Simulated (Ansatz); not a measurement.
`CC(Cl)OBF`. The species carries charge 0 and has multiplicity 1. Geometry: relaxed with PBE0-D4/def2-TZVP. It is one conformer, not always the lowest.

```xyz
11

C    -0.932    0.282    1.297
C     0.226   -0.099    0.422
Cl    0.958   -1.637    0.998
O    -0.222   -0.267   -0.894
B     0.589   -0.087   -1.960
F     1.847    0.299   -1.797
H    -1.705   -0.486    1.250
H    -1.351    1.228    0.946
H    -0.604    0.398    2.329
H     1.039    0.626    0.464
H     0.154   -0.258   -3.055
```

(1) What is the dipole moment at r2SCAN/def2-TZVPP? (Best estimate.)

(2) And with PBE, B3LYP, ωB97M-V? (Estimate.)

(3) Give the Mulliken charges with r2SCAN, B3LYP, PBE in def2-TZVPP. (Estimate.)

## Answers

(1) The calculation gave: 2.02 D, with components (-1.10, 1.60, 0.58) D in this frame, pointing from negative to positive charge.

(2) Ansatz gave: PBE 1.93 D, B3LYP 1.97 D, ωB97M-V 1.97 D.

(3) Ansatz gave: 
```csv
atom,r2SCAN,B3LYP,PBE
C1,-0.12,-0.22,-0.23
C2,0.22,0.18,0.15
Cl3,-0.17,-0.16,-0.15
O4,-0.29,-0.28,-0.21
B5,0.40,0.35,0.29
F6,-0.26,-0.25,-0.21
H7,0.06,0.10,0.10
H8,0.05,0.09,0.09
H9,0.06,0.09,0.10
H10,0.07,0.11,0.10
H11,-0.02,0.00,-0.02
```

B3LYP here is the variant with VWN-RPA as its local correlation; programs differ in this.
